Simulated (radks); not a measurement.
Effect of the nuclear size on the cerium ion Ce3+, [Xe] 4f1. All-electron calculation, Dirac Kohn-Sham, exchange-only LDA, spin-unpolarised, spherical densities, finite nucleus; open shells are shared between the two j in proportion to 2j + 1; Fermi nuclear charge, rms radius 4.8771 fm. Program: a radial shooting solver on a logarithmic mesh with Libxc functionals. The rms radius is varied about that value; shifts are against it.

[
 {"rms radius (fm)": "4.0626", "total energy shift (eV)": "-3.21", "density at nucleus (e/bohr^3)": "3.961e+05", "1s1/2 shift (meV)": "-1330", "2s1/2 shift (meV)": "-163", "4p1/2 shift (meV)": "0.435", "5s1/2 shift (meV)": "-1.32", "5p1/2 shift (meV)": "0.109", "4f7/2 shift (meV)": "0.259", "6s1/2 (empty) shift (meV)": "-0.273"},
 {"rms radius (fm)": "4.4089", "total energy shift (eV)": "-1.90", "density at nucleus (e/bohr^3)": "3.894e+05", "1s1/2 shift (meV)": "-790", "2s1/2 shift (meV)": "-96.5", "4p1/2 shift (meV)": "0.258", "5s1/2 shift (meV)": "-0.780", "5p1/2 shift (meV)": "0.064", "4f7/2 shift (meV)": "0.154", "6s1/2 (empty) shift (meV)": "-0.162"},
 {"rms radius (fm)": "4.8771", "total energy shift (eV)": "0", "density at nucleus (e/bohr^3)": "3.814e+05", "1s1/2 shift (meV)": "0.000", "2s1/2 shift (meV)": "0.000", "4p1/2 shift (meV)": "0.000", "5s1/2 shift (meV)": "0.000", "5p1/2 shift (meV)": "0.000", "4f7/2 shift (meV)": "0.000", "6s1/2 (empty) shift (meV)": "0.000"},
 {"rms radius (fm)": "5.1648", "total energy shift (eV)": "1.24", "density at nucleus (e/bohr^3)": "3.769e+05", "1s1/2 shift (meV)": "516", "2s1/2 shift (meV)": "63.1", "4p1/2 shift (meV)": "-0.168", "5s1/2 shift (meV)": "0.510", "5p1/2 shift (meV)": "-0.042", "4f7/2 shift (meV)": "-0.101", "6s1/2 (empty) shift (meV)": "0.106"},
 {"rms radius (fm)": "5.8867", "total energy shift (eV)": "4.61", "density at nucleus (e/bohr^3)": "3.668e+05", "1s1/2 shift (meV)": "1910", "2s1/2 shift (meV)": "234", "4p1/2 shift (meV)": "-0.624", "5s1/2 shift (meV)": "1.89", "5p1/2 shift (meV)": "-0.156", "4f7/2 shift (meV)": "-0.373", "6s1/2 (empty) shift (meV)": "0.392"}
]

Slopes of the eigenvalues against <r^2> in GHz/fm^2, as finite differences over the two radii next to the reference (eigenvalue slopes, not the field-shift constants of lines): 1s1/2 43600, 2s1/2 5330, 4p1/2 -14.2, 5s1/2 43.1, 5p1/2 -3.55, 4f7/2 -8.50, 6s1/2 (empty) 8.94.
